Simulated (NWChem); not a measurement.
trimethylsulfonium (C₃H₉S cation); SMILES C[S+](C)C

```xyz
13

C      0.4477    -1.5817     0.2912
S      0.0000     0.0000    -0.4987
C      1.1460     1.1785     0.2912
C     -1.5936     0.4032     0.2912
H      0.4216    -1.4890     1.3794
H      1.4495    -1.8470    -0.0554
H     -0.2666    -2.3326    -0.0552
H      1.0787     1.1096     1.3794
H      0.8748     2.1788    -0.0554
H      2.1534     0.9354    -0.0552
H     -1.5003     0.3794     1.3794
H     -1.8868     1.3972    -0.0552
H     -2.3242    -0.3318    -0.0554
```
Atoms are numbered in this order, from 1.

All runs: NWChem. Pople sets run with spherical d functions. The geometry was optimised at B3LYP/6-31G* (spherical d). GIAO values for the isolated, static molecule; σ is the absolute isotropic shielding.

| level | basis functions | σ C1 (ppm) | σ S2 (ppm) | σ H5 (rotor mean) (ppm) |
|---|---|---|---|---|
| PBE/6-31G* | 78 | 161.1 | 447.6 | 29.26 |
| PBE/6-311G** | 134 | 151.1 | 412.2 | 28.94 |
| PBE/def2-SVP | 105 | 159.3 | 481.9 | 28.70 |
| PBE/def2-TZVP | 184 | 149.7 | 362.5 | 28.80 |
| PBE/IGLO-II | 155 | 149.6 | ? | 28.95 |

Q: Fill in the missing entries.

A: 
- PBE/IGLO-II, σ S2 (ppm): 401.2
